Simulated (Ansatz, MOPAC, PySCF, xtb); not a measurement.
Bond stretch in HCl₃OZr, SMILES [OH][Zr]([Cl])([Cl])[Cl]. The Zr1–Cl6 bond (Zr1 also carries Cl, Cl, O; Cl6 carries nothing else) is pulled apart rigidly from the PBE0/def2-TZVP, def2 effective core potentials past Kr optimised geometry.

- UHF/3-21G = unrestricted Hartree-Fock/3-21G in PySCF
- GFN1-xTB (xtb)
- PM7, restricted, heats of formation (MOPAC)
- UKS-PBE0 = unrestricted PBE0/def2-TZVP, def2 effective core potentials past Kr in Ansatz (an electronic-structure program)

Energies relative to the lowest point of each curve near equilibrium, in eV; the last columns give the difference from UKS-PBE0:

```tsv
R / Å	UHF/3-21G	GFN1-xTB	PM7	UKS-PBE0	UHF/3-21G − UKS-PBE0	GFN1-xTB − UKS-PBE0	PM7 − UKS-PBE0
1.91	3.659	2.959	2.453	2.630	1.030	0.329	-0.177
2.05	1.578	0.825	1.058	0.957	0.621	-0.131	0.101
2.19	0.515	0.103	0.322	0.205	0.310	-0.101	0.118
2.27	0.205	0.000	0.112	0.038	0.167	-0.038	0.073
2.34	0.059	0.011	0.020	0.000	0.059	0.011	0.020
2.43	0.000	0.113	0.000	0.057	-0.057	0.056	-0.057
2.52	0.047	0.273	0.063	0.198	-0.150	0.075	-0.134
2.63	0.206	0.513	0.219	0.442	-0.236	0.071	-0.223
2.83	0.663	1.010	0.628	0.989	-0.325	0.021	-0.360
3.09	1.395	1.693	1.236	1.739	-0.344	-0.046	-0.503
3.39	2.252	2.464	1.883	2.534	-0.283	-0.070	-0.651
3.84	2.971	3.463	2.619	3.504	-0.533	-0.041	-0.885
4.36	3.079	4.258	3.167	4.228	-1.150	0.030	-1.061
4.95	3.096	—	3.573	4.639	-1.543	—	-1.067
5.76	3.115	—	3.978	4.893	-1.778	—	-0.915
6.83	3.130	—	4.428	5.023	-1.892	—	-0.595
```

UHF/3-21G is furthest from UKS-PBE0 at 6.83 (-1.892 eV, below); its mean absolute difference over the points is 0.655 eV.

GFN1-xTB is furthest from UKS-PBE0 at 1.91 (0.329 eV, above); its mean absolute difference over the points is 0.079 eV.

PM7 is furthest from UKS-PBE0 at 4.95 (-1.067 eV, below); its mean absolute difference over the points is 0.434 eV.

Dashes: no converged value, or the column stops at the first point that the program doubted or that broke a chosen test of continuity, which isn't proof of a fault.

The unrestricted determinant behind UHF/3-21G is spin-contaminated at 3.84 to 6.83 Å (<S²> up to 1.0, against 0.00 for a pure singlet). The restricted form behind PM7 keeps the bonding electrons paired and can't separate into open-shell fragments. The unrestricted determinant behind UKS-PBE0 is spin-contaminated at 4.36 to 6.83 Å (<S²> up to 0.8, against 0.00 for a pure singlet).
